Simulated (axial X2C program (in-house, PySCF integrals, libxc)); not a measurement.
# Potential curves of BiH⁺, scalar-relativistic

Calculated with an axial X2C code built on PySCF integrals. Spin-free means the one-electron spin-free X2C Hamiltonian. Basis: Bi dyall-cv3z [12s14p10d6f1g], H dyall-v3z [6s2p1d] (cores contracted in-house); Gaussian nuclei, density fitting, unrestricted open shells. Masses: Bi 208.980 u, H 1.008 u.

State: M_S = 1/2, Λ = 1 (beyond evenly filled blocks: π+α). Energies in cm⁻¹ from the fragments at the same level (Bi+ + H). Fits are polynomials in 1 − R0/R over 0.85 to 1.23 times the lowest point R0.

```
 R (Å)    PBE0      HF
1.5686  -16680   -8431
1.6407  -18663  -10340
1.6948  -19508  -11108
1.7489  -19914  -11422
1.8030  -19965  -11367
1.8661  -19663  -10932
1.9292  -19056  -10184
2.0103  -17940   -8895
2.1095  -16219   -7082
2.2538  -13318   -4766
```

Occupations by symmetry block were frozen at the best pattern of an incomplete PBE0 search. De is counted from the lowest determinant-based energies of the atoms at the same level, without counterpoise correction. The functionals have no current-density term, which raises determinants with orbital currents, atoms included. The determinant is spin-polarised beyond a pure state at some levels (its spin-free form has ⟨S²⟩ too high), which makes Re and μ there less reliable. Spin-free De lacks the spin–orbit lowering of the heavy p-block atom, a tenth of an eV or more for 4p and 5p, up to an eV for 6p and one to two eV for 7p atoms, less what an open-shell molecule gains itself.

(1) Fit the PBE0 curve near its minimum: give the equilibrium distance, the harmonic wavenumber and the well depth.

(2) What are Re, ωe and De at the HF level?

Results:

(1) At PBE0, spin-free: Re = 1.784 Å, ωe ≈ 1890 cm⁻¹, De = 2.48 eV to Bi+ + H; Be follows as 5.28 cm⁻¹.

(2) At HF, spin-free: Re = 1.767 Å, ωe ≈ 1980 cm⁻¹, De = 1.42 eV to Bi+ + H; Be follows as 5.38 cm⁻¹.
